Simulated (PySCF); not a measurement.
PySCF input file for ReF4, SMILES [F][Re]([F])([F])[F] (connectivity only; charge and spin as stated), neutral, multiplicity 4, PBE-D3(BJ)/def2-SVP. Geometry optimised at PBE-D3(BJ)/def2-SVP. The multiplicity is an assumed one; other spin states were not compared. The def2 effective core potentials stand for the cores of Re; spin–orbit coupling is left out.

```python
import numpy as np
from pyscf import gto, scf, dft, df
from pyscf.hessian import thermo

mol = gto.M(
    atom='''
    Re    0.00000000    0.00000000    0.00000000
    F     1.87623081    0.00000000    0.00000000
    F    -1.87623081    0.00000000    0.00000000
    F     0.00000000    1.87623081    0.00000000
    F     0.00000000   -1.87623081    0.00000000
    ''',
    basis='def2-SVP',
    ecp={'Re': 'def2-svp'},
    charge=0,
    spin=3,
    max_memory=1600,
    verbose=3,
)
mf = dft.UKS(mol, xc='pbe').density_fit(auxbasis='def2-universal-jkfit')
mf.disp = 'd3bj'
mf.grids.level = 3
mf.conv_tol = 1e-11
mf.max_cycle = 100
mf.kernel()
fine, coarse = mf.grids, dft.Grids(mol).set(level=1).build(with_non0tab=True)
for _ in range(3):  # follow internal instabilities
    mf.grids = coarse
    mo, _, stable, _ = mf.stability(return_status=True, nroots=4)
    mf.grids = fine
    if stable:
        break
    mf.kernel(mf.make_rdm1(mo, mf.mo_occ))

# [left out here: the lines that compute and print the analytic Hessian (its translational invariance restored by hand, since the grid's response is missing), thermochemistry and intensities]
```

It prints:

```

WARN: HOMO -0.418710297116354 >= LUMO -0.444157384008168

converged SCF energy = -477.131094917073  <S^2> = 3.7572777  2S+1 = 4.0036372
<class 'pyscf.df.df_jk.DFUKS'> wavefunction is stable in the internal stability analysis

WARN: DFTD3 does not support analytical Hessian, using finite difference


WARN: Mole.unit (angstrom) is changed to Bohr

Mode                                 0                   1                   2
Irrep
Freq [cm^-1]                      116.5105            179.9101            179.9101
Reduced mass [au]                  18.9984             21.3533             21.3533
Force const [Dyne/A]                0.1519              0.4072              0.4072
Char temp [K]                     167.6326            258.8505            258.8506
Normal mode                   x     y     z       x     y     z       x     y     z
       0  Re                -0.00  0.00  0.00   -0.03 -0.00 -0.00   -0.00  0.03  0.00
       1   F                 0.00 -0.00  0.11   -0.02  0.00  0.00   -0.00 -0.15 -0.00
       2   F                 0.00 -0.00  0.11   -0.02  0.00  0.00   -0.00 -0.15 -0.00
       3   F                 0.00  0.00 -0.11    0.15 -0.00  0.00    0.00  0.02  0.00
       4   F                 0.00  0.00 -0.11    0.15 -0.00  0.00    0.00  0.02  0.00
Mode                                 3                   4                   5
Irrep
Freq [cm^-1]                      193.6227            292.2492            655.5485
Reduced mass [au]                  25.6825             18.9984             18.9984
Force const [Dyne/A]                0.5673              0.9560              4.8104
Char temp [K]                     278.5799            420.4815            943.1884
Normal mode                   x     y     z       x     y     z       x     y     z
       0  Re                 0.00  0.00 -0.04   -0.00 -0.00 -0.00    0.00 -0.00  0.00
       1   F                 0.00 -0.00  0.10    0.00 -0.11  0.00    0.11 -0.00 -0.00
       2   F                 0.00 -0.00  0.10    0.00  0.11  0.00   -0.11  0.00 -0.00
       3   F                -0.00 -0.00  0.10   -0.11  0.00  0.00   -0.00 -0.11 -0.00
       4   F                -0.00  0.00  0.10    0.11 -0.00  0.00   -0.00  0.11 -0.00
Mode                                 6                   7                   8
Irrep
Freq [cm^-1]                      688.3690            688.3691            699.9821
Reduced mass [au]                  22.3505             22.3505             18.9984
Force const [Dyne/A]                6.2399              6.2399              5.4846
Char temp [K]                     990.4098            990.4098           1007.1185
Normal mode                   x     y     z       x     y     z       x     y     z
       0  Re                 0.03  0.00 -0.00   -0.00  0.03 -0.00    0.00  0.00  0.00
       1   F                -0.15  0.00  0.00    0.00  0.00  0.00   -0.11 -0.00 -0.00
       2   F                -0.15  0.00  0.00    0.00  0.00  0.00    0.11 -0.00 -0.00
       3   F                 0.00 -0.00 -0.00   -0.00 -0.15 -0.00   -0.00 -0.11 -0.00
       4   F                 0.00 -0.00 -0.00   -0.00 -0.15 -0.00   -0.00  0.11 -0.00
temperature 298.1500 [K]
pressure 101325.00 [Pa]
Rotational constants [GHz] 3.77831 3.77831 1.88915
Symmetry number 8
Zero-point energy (ZPE) 0.00842 [Eh]   22097.846 [J/mol]
                           tot       elec      trans        rot        vib
Entropy [J/mol/K]       338.375     11.526    178.202     95.176     53.470
Cv [J/mol/K]             77.895      0.000     12.472     12.472     52.951
Cp [J/mol/K]             86.209      0.000     20.786     12.472     52.951
Internal energy [J/mol]                      3718.434   3718.434  30944.119
Internal energy [Eh]   -477.11648  -477.13109
Enthalpy [J/mol]                             6197.391   3718.434  30944.119
Enthalpy [Eh]          -477.11553
Gibbs free energy [J/mol]                  -46933.546 -24658.287  15001.964
Gibbs free energy [Eh] -477.15396
mode   freq/cm-1   IR/(km/mol)
   1      116.51         0.000
   2      179.91        14.492
   3      179.91        14.492
   4      193.62        14.570
   5      292.25         0.000
   6      655.55         0.000
   7      688.37       183.855
   8      688.37       183.855
   9      699.98         0.000
max |gradient| / (hartree/bohr): 1.4401892368388073e-05
APT charges: [ 2.3025 -0.5757 -0.5757 -0.5757 -0.5757]
```

The run converged.

Cost: about 80 core-seconds (a rough figure).
